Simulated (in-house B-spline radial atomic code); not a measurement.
**Ionising the lanthanum ion La⁵⁺ with different functionals**

Computed with an all-electron radial atomic-structure program (B-spline basis): four-component Dirac-Coulomb Hamiltonian, Fermi nucleus of rms radius 4.855 fm, spin-restricted, spherical fractional occupations for the functionals, and exact exchange of hybrids averaged over the configuration. The ionisation energy is the difference of two self-consistent energies, [Kr] 4d10 5s2 5p4 → [Kr] 4d10 5s2 5p3, without Breit or QED terms; ε is the level of the shell that loses the electron (mean over j). The electron is taken from both j subshells in proportion to 2j + 1, so the result is a j average, not the step between ground levels.

```json
{"method": "BHandHLYP", "rung": "global hybrid", "ΔSCF (eV)": "76.36", "-ε(5p) (eV)": "73.27"}
{"method": "HSE06", "rung": "range-separated hybrid", "ΔSCF (eV)": "76.44", "-ε(5p) (eV)": "71.19"}
{"method": "CAM-B3LYP", "rung": "range-separated hybrid", "ΔSCF (eV)": "?", "-ε(5p) (eV)": "?"}
{"method": "wB97X", "rung": "range-separated hybrid", "ΔSCF (eV)": "?", "-ε(5p) (eV)": "?"}
```

(1) What does wB97X give?

(2) What does CAM-B3LYP give?

(3) Among the functionals, which spreads more, the ΔSCF values or the orbital energies?

(4) How do they compare with the NIST value?

Results:

(1) ΔSCF 76.26 eV, and -ε(5p) = 74.07 eV.

(2) ΔSCF 76.53 eV, and -ε(5p) = 73.17 eV.

(3) The orbital energies: ΔSCF values span about 0.27 eV and the orbital energies 2.88 eV; here energy differences depend much less on the functional than eigenvalues do.

(4) NIST lists 74 eV ± 2 (tabulated theory, ground level to ground level). Errors run from +2.26 to +2.53 eV; all lie within about twice that uncertainty, so the table can't rank the methods.
